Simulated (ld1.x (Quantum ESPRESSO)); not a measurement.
# An all-electron radial function and its pseudo partner (technetium (Tc))

Columns: radius, all-electron u(r) and pseudo u(r) of the 5s shell (level -4.15 eV) of technetium in the configuration [Ar] 3d10 4s2 4p6 4d6 5s1 5p0; BLYP, scalar-relativistic, TM scheme, ld1.x (Quantum ESPRESSO) 7.5.

| r (bohr) | all-electron | pseudo |
| --- | --- | --- |
| 0.152 | -0.0455 | 0.0152 |
| 0.305 | 0.1673 | 0.0312 |
| 0.458 | 0.0337 | 0.0488 |
| 0.610 | -0.1612 | 0.0688 |
| 0.762 | -0.2598 | 0.0920 |
| 0.915 | -0.2512 | 0.1197 |
| 1.068 | -0.1699 | 0.1527 |
| 1.220 | -0.0542 | 0.1913 |
| 1.372 | 0.0701 | 0.2360 |
| 1.525 | 0.1885 | 0.2865 |
| 1.678 | 0.2926 | 0.3410 |
| 1.830 | 0.3790 | 0.3965 |
| 1.982 | 0.4483 | 0.4500 |
| 2.135 | 0.5020 | 0.4980 |
| 2.288 | 0.5413 | 0.5373 |
| 2.440 | 0.5680 | 0.5657 |
| 2.592 | 0.5843 | 0.5835 |
| 2.745 | 0.5919 | 0.5917 |
| 2.898 | 0.5923 | 0.5923 |
| 3.050 | 0.5868 | 0.5868 |
| 3.202 | 0.5767 | 0.5767 |
| 3.355 | 0.5628 | 0.5628 |
| 3.508 | 0.5460 | 0.5460 |
| 3.660 | 0.5273 | 0.5273 |
| 3.812 | 0.5071 | 0.5071 |
| 3.965 | 0.4857 | 0.4857 |

How many radial nodes do the two functions have?

The all-electron 5s function has n − l − 1 = 4 (the table is too coarse to show those close to the nucleus); the pseudo-wave has 0, since the states of the same l below it are removed with the core.

At about which radius was the pseudo-wave matched?

3.05 bohr. The columns agree to 0.0005 from 2.75 bohr on; several derivatives are matched, so the curves merge somewhat inside the radius.

Where does each function peak?

Outermost all-electron maximum near 2.90 bohr, pseudo maximum near 2.90 bohr (to the table’s step).

Is the pseudo-wave norm-conserving?

Yes: the TM scheme keeps the norm inside the radius equal to the all-electron one, which fixes the energy derivative of the logarithmic derivative at the level.
